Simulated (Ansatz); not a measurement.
Cost and result for the atomization energy of C2H7AlBF (12 atoms, 11 bonds).

```tsv
atom	x (Å)	y (Å)	z (Å)
B1	-0.058	-1.139	-0.998
Al2	0.340	1.579	-0.341
C3	-0.464	-0.915	0.468
C4	0.227	0.290	1.130
F5	1.812	2.160	-0.834
H6	0.328	-0.168	-1.642
H7	-0.139	-2.156	-1.616
H8	-0.944	2.213	-1.019
H9	-1.540	-0.680	0.301
H10	-0.490	-1.824	1.078
H11	-0.305	0.632	2.021
H12	1.234	0.008	1.452
```

The species carries charge 0 and has multiplicity 1. The bonds changed during the relaxation, so this is another structure than the one it started from. The structure was optimised at the PBE0-D4/def2-TZVP level. It is one conformer, not always the lowest. Program: Ansatz. All runs use 4 threads of an Arm Neoverse V2 on a shared host. Times are those of one run each, without the atoms' runs, and a repeat can differ threefold. Electronic energies, without spin–orbit coupling; frozen cores. CCSD(T)/CBS adds CCSD(T) − MP2 in def2-TZVPP to the MP2 limit, and its time is that of the two runs behind it. T1 = 0.011. B3LYP takes the VWN-RPA correlation (the form of Gaussian; ORCA's B3LYP/G).

CCSD(T)/CBS is a level of theory with its own doubt, some kJ/mol a heavy atom from the limit and from the frozen cores, so smaller differences don't rank the functionals.

```tsv
level	functions	wall time
PBE-D4/def2-TZVPP (with forces)	264	2.3 s
PBE0-D4/def2-TZVPP	264	2.6 s
r2SCAN-D4/def2-TZVPP (with forces)	264	4.4 s
B3LYP-D4/def2-TZVPP (with forces)	264	4.4 s
B2PLYP/def2-TZVPP	264	4.5 s
ωB97X-V/def2-TZVPP	264	7.5 s
ωB97M-V/def2-TZVPP (with forces)	264	10 s
MP2/def2-QZVPP	508	21 s
CCSD(T)/def2-TZVPP	264	2.2 min
CCSD(T)/CBS(def2)	–	2.5 min
```

What atomization energy does each give, and how far from CCSD(T)/CBS? (Best estimate.)

Ansatz gave: 
| level | atomization (kcal/mol) | difference from CCSD(T)/CBS | per bond |
| --- | --- | --- | --- |
| PBE-D4/def2-TZVPP (with forces) | 1064.8 | 11.8 | 1.1 |
| PBE0-D4/def2-TZVPP | 1053.9 | 0.9 | 0.1 |
| r2SCAN-D4/def2-TZVPP (with forces) | 1059.0 | 6.0 | 0.5 |
| B3LYP-D4/def2-TZVPP (with forces) | 1053.2 | 0.2 | 0.0 |
| B2PLYP/def2-TZVPP | 1043.9 | -9.1 | -0.8 |
| ωB97X-V/def2-TZVPP | 1056.0 | 3.0 | 0.3 |
| ωB97M-V/def2-TZVPP (with forces) | 1057.5 | 4.5 | 0.4 |
| MP2/def2-QZVPP | 1059.3 | 6.3 | 0.6 |
| CCSD(T)/def2-TZVPP | 1029.7 | -23.3 | -2.1 |
| CCSD(T)/CBS(def2) | 1053.0 | 0.0 | 0.0 |

From PBE to PBE0 (25 % exact exchange), in def2-TZVPP and without D4, the atomization energy moves by −10.1 kcal/mol: exact exchange takes away binding that semilocal exchange gives to molecules. In def2-TZVPP, CCSD(T) changes the Hartree–Fock value by +219.0 kcal/mol (the triples alone add +11.7 kcal/mol) and MP2 by +234.6 kcal/mol; breaking electron pairs costs correlation energy, which Hartree–Fock lacks. The D4 term adds +8.5 kcal/mol with B3LYP and +4.4 kcal/mol with PBE0; it sums over pairs of atoms, weighted by their polarisabilities, and B3LYP, whose exchange is more repulsive, gets the larger term.
